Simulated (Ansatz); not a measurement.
Total energies of Au(PF3)H (PHAuF3) from Ansatz at PBE-D4/def2-TZVP, gas phase (1 Eh = 27.2114 eV = 2625.5 kJ/mol). The reference geometry is relaxed at PBE-D4/def2-SVP.

| state | geometry | energy (Eh) |
| --- | --- | --- |
| charge 0 singlet | reference | -777.12090 |
| charge 1 doublet | reference | -776.74920 |
| free Au atom (doublet) | – | -135.74600 |
| free P atom (quartet) | – | -341.10299 |
| free F atom (doublet) | – | -99.66912 |
| free H atom (doublet) | – | -0.49962 |

In the def2 sets Au takes a core potential; there is no spin–orbit coupling.

Task: Work out the vertical ionisation energy to the doublet.

Result: E(charge 1 doublet) − E(charge 0 singlet) = -776.74920 − (-777.12090) = 0.37170 Eh = 10.11 eV. For comparison, −ε of the highest occupied level is 6.82 eV at this level, 3.29 eV less.

Task: What is the binding energy per atom against free atoms?

Result: Atoms: 1 × (-135.74600) + 1 × (-341.10299) + 3 × (-99.66912) + 1 × (-0.49962) = -776.35597 Eh. Binding: -776.35597 − (-777.12090) = 0.76493 Eh = 20.81 eV, or 3.47 eV for each of 6 atoms (no zero-point energy, no counterpoise term).
